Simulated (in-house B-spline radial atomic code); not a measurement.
Successive ionisation energies of xenon; each step leads to the configuration of the next row (after the last: [Ar] 3d10 4s2 4p4). Dirac energy differences include first-order Breit, QED and recoil terms. NIST's values go from ground level to ground level; the uncertainty of those that are theory runs from under 0.1 % in few-electron ions to several per cent in heavy many-electron ones. Computed with an all-electron radial atomic-structure program (B-spline basis): Dirac-Hartree-Fock, average of the configuration, finite nuclei.

| ion | configuration | ionisation energy (eV) | tabulated value (eV) | tabulated kind | computed minus tabulated (eV) | highest orbital | largest mean radius (bohr) |
| --- | --- | --- | --- | --- | --- | --- | --- |
| Xe7+ | [Kr] 4d10 5s1 | 104.2 | 105.9778 | measured | -1.8 | 5s1/2 | 1.6247 |
| Xe8+ | [Kr] 4d10 | ? | ? | measured | ? | ? | ? |
| Xe9+ | [Kr] 4d9 | 204.1 | 202 | tabulated theory | 2.1 | 4d5/2 | 0.83804 |
| Xe10+ | [Kr] 4d8 | ? | ? | semi-empirical | ? | ? | ? |
| Xe11+ | [Kr] 4d7 | 256.8 | 255 | tabulated theory | 1.8 | 4d5/2 | 0.80742 |
| Xe12+ | [Kr] 4d6 | 284.2 | 281 | tabulated theory | 3.2 | 4d5/2 | 0.79338 |
| Xe13+ | [Kr] 4d5 | 312.4 | 314 | tabulated theory | -1.6 | 4d5/2 | 0.78004 |
| Xe14+ | [Kr] 4d4 | ? | ? | tabulated theory | ? | ? | ? |
| Xe15+ | [Kr] 4d3 | 370.8 | 374 | tabulated theory | -3.2 | 4d5/2 | 0.75519 |
| Xe16+ | [Kr] 4d2 | 401.1 | 404 | tabulated theory | -2.9 | 4d5/2 | 0.74355 |
| Xe17+ | [Kr] 4d1 | 432.0 | 434 | tabulated theory | -2.0 | 4d5/2 | 0.73238 |
| Xe18+ | [Ar] 3d10 4s2 4p6 | 555.0 | 549 | tabulated theory | 6.0 | 4p3/2 | 0.69565 |
| Xe19+ | [Ar] 3d10 4s2 4p5 | 587.9 | 582 | tabulated theory | 5.9 | 4p3/2 | 0.68809 |

Fill in the row of Xe8+.

ionisation energy (eV): 179.0; tabulated value (eV): 179.84; computed minus tabulated (eV): -0.8; highest orbital: 4d5/2; largest mean radius (bohr): 0.85524.

Fill in the row of Xe10+.

ionisation energy (eV): 230.1; tabulated value (eV): 229.02; computed minus tabulated (eV): 1.1; highest orbital: 4d5/2; largest mean radius (bohr): 0.82227.

Fill in the row of Xe14+.

ionisation energy (eV): 341.2; tabulated value (eV): 343; computed minus tabulated (eV): -1.8; highest orbital: 4d5/2; largest mean radius (bohr): 0.76733.

Where is the largest jump?

From Xe7+ to Xe8+, by a factor of 1.72 (104.17 to 179.01 eV); the highest orbital goes from 5s1/2 to 4d5/2.

Where a p, d or f electron is removed, the computed value is a mean over both j, so it misses the tabulated one by a part of the spin-orbit splitting; averaging over terms and missing correlation add to the gap, relatively most at low charge.
